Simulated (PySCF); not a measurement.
C6H5NO2.
Numbering: `[N:1]#[C:2][C:3]1=[CH:4][CH2:5][C@@H:6]1[O:7][CH:8]=[O:9]` (hydrogens: H10 on C4; H11, H12 on C5; H13 on C6; H14 on C8)

Structure used (PBE0-D3(BJ)/def2-SVP), in Å, numbered top down from 1:
```
atom  x, y, z in Å
N1    -2.3606    1.7536    1.6860
C2    -1.9371    0.9125    1.0081
C3    -1.3798   -0.0961    0.1832
C4    -1.7982   -1.2932   -0.2746
C5    -0.5166   -1.5878   -1.0100
C6    -0.0650   -0.1694   -0.5648
O7     1.0852   -0.1475    0.2574
C8     2.0597    0.7201   -0.0480
O9     2.0599    1.4843   -0.9658
H10   -2.7409   -1.8349   -0.1752
H11    0.0982   -2.3823   -0.5599
H12   -0.5897   -1.7589   -2.0961
H13    0.0485    0.5626   -1.3777
H14    2.8754    0.6125    0.6953
```

Computed, not measured: TDDFT PBE0/def2-SVPD, vertical, gas phase, core orbitals frozen in the response in PySCF.

| state | E (eV) | λ (nm) | f | main configurations (H = HOMO, L = LUMO) |
| --- | --- | --- | --- | --- |
| S1 | 5.80 | 213.8 | 0.115 | H→L (48%), H-2→L (36%) |
| S2 | 5.88 | 210.8 | 0.0077 | H-1→L+1 (44%), H-2→L (24%), H-1→L (13%) |
| S3 | 5.96 | 208.0 | 0.124 | H→L (41%), H-2→L (20%), H-1→L+1 (18%) |
| S4 | 6.18 | 200.6 | 0.027 | H-1→L (83%) |
| S5 | 6.51 | 190.4 | 0.016 | H-3→L (47%), H→L+2 (22%), H-2→L (15%) |
| S6 | 6.61 | 187.6 | 0.0079 | H→L+2 (42%), H-3→L (28%), H→L+1 (16%) |

The lowest singlet comes at 214 nm (560 kJ/mol) in the ultraviolet; it is of moderate strength; its leading configuration is HOMO→LUMO (48%). The strongest level in the table is S3 at 5.96 eV (208 nm, f = 0.124). Löwdin shares by element: HOMO carbon 56% or more, nitrogen 16% (atoms not listed hold the other 28%); LUMO carbon 68% or more, nitrogen 16% (atoms not listed hold the other 16%). The oscillator strengths of these states sum to 0.298; summed over the whole spectrum of an exact calculation they would give the number of electrons, 64 (Thomas–Reiche–Kuhn). Orbital energies (eV): HOMO-3 -9.96, HOMO-2 -9.26, HOMO-1 -8.90, HOMO -8.24, LUMO -1.90, LUMO+1 -0.48, LUMO+2 0.11. The listed states span 0.81 eV, and the widest gap between neighbours is 0.33 eV (S4 to S5). Singlets were solved by full linear response.

One conformer stands for the species.
